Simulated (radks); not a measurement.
Results of a calculation; reference values are marked as such.
Question: All-electron atom: Sc+ in [Ar] 3d2 (not the ground configuration). Level of theory: non-relativistic Kohn-Sham, PBE, spin-polarised, spherical densities, point nucleus; open shells are filled with parallel spins first (a radial shooting solver on a logarithmic mesh with Libxc functionals). Some entries of the table are withheld. Estimate them.

orbital  occ.  eigenvalue (hartree)  <r> (bohr)
1s down     1             -160.7253     0.07359
1s up       1             -160.7246     0.07359
2s up       1             -17.33312      0.3461
2s down     1             -17.31994      0.3459
2p up       3                   (1)         (2)
2p down     3                   (3)         (4)
3s up       1              -2.11793       1.092
3s down     1              -2.06639       1.090
3p up       3              -1.36072       1.190
3p down     3              -1.30798       1.187
3d up       2              -0.27486       1.934
3d down     0              -0.22075       1.937

Answer: 
(1) 2p up eigenvalue (hartree): -14.32729
(2) 2p up <r> (bohr): 0.3086
(3) 2p down eigenvalue (hartree): -14.31732
(4) 2p down <r> (bohr): 0.3084
